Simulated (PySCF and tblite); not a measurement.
Results of a calculation; reference values are marked as such.
# Dynamics report: rearrangement

System: C₈H₇Cl, numbered as in [Cl:1][C@:2]12[C@@H:3]3[CH:4]=[CH:5][C@H:6]1[C@H:7]2[CH:8]=[CH:9]3.

Motion: Cope rearrangement (breaking C6–C7, making C4–C9). The path came from a restrained scan, a climbing-image band and a saddle search at GFN2-xTB; energies are PBE0/pcSseg-1 + D3(BJ)//PBE0-D3(BJ)/def2-SVP, thermal terms GFN2-xTB. Rate constants are transition-state-theory values, counting equivalent paths, without tunnelling. Run with tblite and PySCF.

```
 point  symmetry  E(GFN2) kcal/mol  E(DFT) kcal/mol  ZPE change kcal/mol  lowest mode cm⁻¹  dipole D
 start        Cs               0.0              0.0                 0.00               170      1.95
saddle        Cs               6.5              5.2                -1.07              423i      2.47
   end        Cs              -0.2             -1.5                -0.14               187      2.58
```

| Property | Result |
| --- | --- |
| Electronic barrier | 5.2 kcal/mol |
| Barrier with zero-point energy | 4.1 kcal/mol |
| ΔH‡ (298 K) | 3.9 kcal/mol |
| ΔS‡ (298 K, symmetry apart) | -1.2 cal/(mol K) |
| Paths | 1 equivalent path |
| End point | a different minimum |
| Mean lifetime of the start against this motion at 298 K | 220 ps |
| Cost | 6.1 min on 1 thread of Arm Neoverse V1, on a host shared with other jobs (rough), peak memory 0.93 GiB, launched as `OMP_NUM_THREADS=1 python ens_run.py task.json out` |

| T/K | ΔG‡ kcal/mol | k s⁻¹ | ΔG kcal/mol | k back s⁻¹ |
| --- | --- | --- | --- | --- |
| 150 | 4.2 | 2.8×10⁶ | -1.6 | 1.2×10⁴ |
| 200 | 4.2 | 1.1×10⁸ | -1.6 | 1.9×10⁶ |
| 250 | 4.2 | 1×10⁹ | -1.6 | 4.2×10⁷ |
| 298 | 4.3 | 4.5×10⁹ | -1.6 | 3.1×10⁸ |
| 350 | 4.3 | 1.4×10¹⁰ | -1.6 | 1.5×10⁹ |
| 400 | 4.4 | 3.2×10¹⁰ | -1.6 | 4.5×10⁹ |
| 500 | 4.6 | 1×10¹¹ | -1.6 | 2.2×10¹⁰ |

ΔG and ΔG‡ leave out symmetry numbers and mirror images; rates count paths: 1 out, 1 back.
